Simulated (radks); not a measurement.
Results of a calculation; reference values are marked as such.
Problem. The mean radii <r> (bohr) of the occupied orbitals of an atom or ion are listed with their occupations. Code: a radial shooting solver on a logarithmic mesh with Libxc functionals. Model: Dirac Kohn-Sham, PBE, spin-unpolarised, spherical densities, finite nucleus; Fermi nuclear charge, rms radius of each element as measured or else 0.836 A^(1/3) + 0.57 fm.

orbital  occ.      <r>
1s1/2       2  0.05619
2s1/2       2   0.2552
2p1/2       2   0.2228
2p3/2       4   0.2259
3s1/2       2   0.7778
3p1/2       2   0.8169
3p3/2       4   0.8271
3d3/2     3.2    1.134
3d5/2     4.8    1.143

Name the element and its charge. Open shells, if any, are shared by 2j + 1.

Solution. Z = 27, cobalt, charge +1: Co+ in [Ar] 3d8. The 1s radius gives Z: for a bare nucleus <r> = (2 gamma + 1)/(2Z) with gamma = sqrt(1 - (Z/c)^2), 0.05483 bohr for Z = 27, and screening makes it slightly larger (0.05619 here). The occupations add up to 26, and the charge is Z minus that.
